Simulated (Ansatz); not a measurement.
(1) Predict a relaxed structure of ScBr3, charge 0, singlet, at PBE0-D4/def2-SVP (Ansatz).

Results:

(1) 
```xyz
4

Sc    0.000   -0.001    0.001
Br    2.284    0.742   -0.238
Br   -1.231    0.511    2.012
Br   -1.054   -1.251   -1.775
```
Point group D3h (tolerance 0.1 Å). The metal has 3 neighbours: Br 2.41 Å, Br 2.41 Å, Br 2.41 Å. This is one stationary point.

The relaxation made no stability test and no search for a lower SCF solution.
